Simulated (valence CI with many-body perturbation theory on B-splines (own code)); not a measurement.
The numbers below are computed, except where a source is named.
# Sensitivity of CI+MBPT for Hg9+

Method: relativistic CI+MBPT: three valence electrons over a frozen Dirac-Fock core [Xe] 4f14, a basis of 6 s, 6 p, 5 d, 5 f, 1 g functions for each j, with the one-electron correlation potential Σ1, the two-electron term Σ2, the three-electron term Σ3, Breit, model QED; selected CI, second order for the rest, scaled by the run's own slope (own B-spline code, finite nucleus).

No measured spectrum was set against this ion. As an estimate, terms of the open shell hold to 2 to 4 % of their energy, and close levels can change places. Only levels of the ground parity were solved; by the run's estimate the other parity begins above the list, which can be wrong where configurations are misplaced.

The reference run has the lowest level (5d3/2^3) J=3/2 and an ionisation energy of 153.975 eV. Its largest variational space holds 3516 state functions.

Levels are named by their leading jj configuration (3d3/2^4 stands for four electrons in 3d with j = 3/2), which in mixed levels can hold well under half, so a name can repeat and another be missing. Letters in brackets count levels of one name in rising energy.

Changed runs:
A. QED terms on → off; lowest core n in screening and Σ2 4 → 3
B. natural orbitals for correlation on → off
C. factor on the speed of light 1 → 10; QED terms on → off; shift of the energy in Σ1 (hartree) 0 → -2.4
D. logarithmic knot step 0.27 → 1.1 (bad on purpose)

Excitation energies of the reference run in cm⁻¹, and shifts in cm⁻¹:

```csv
Level,Reference,A,B,C,D
(5d3/2^2 5d5/2) J=5/2 [a],14703,-51,-232,-14624,+3982
(5d3/2^2 5d5/2) J=7/2,23523,-64,-46,-23333,+4756
(5d3/2^2 5d5/2) J=3/2,24419,-45,+341,-9636,+3457
(5d3/2^2 5d5/2) J=9/2,27126,-58,+261,,+4259
(5d3/2^2 5d5/2) J=1/2,28625,-54,+333,-13885,+3894
(5d3/2 5d5/2^2) J=7/2 [a],42326,-98,+295,-25323,+7536
(5d3/2^2 5d5/2) J=5/2 [b],43718,-87,+307,-28852,+6126
(5d3/2 5d5/2^2) J=9/2,44643,-108,+188,,+8336
(5d3/2 5d5/2^2) J=3/2 [a],50720,-108,+405,,+8082
(5d3/2 5d5/2^2) J=1/2,53130,-113,+629,-30740,+8733
(5d3/2 5d5/2^2) J=11/2,56144,-113,+665,-33999,+8502
(5d3/2 5d5/2^2) J=5/2 [a],60630,-113,+731,-36121,+7523
Ionisation energy (eV),153.975,-0.025,-0.057,+0.869,+6.007
```

A blank means that the level has no clear partner in that run.
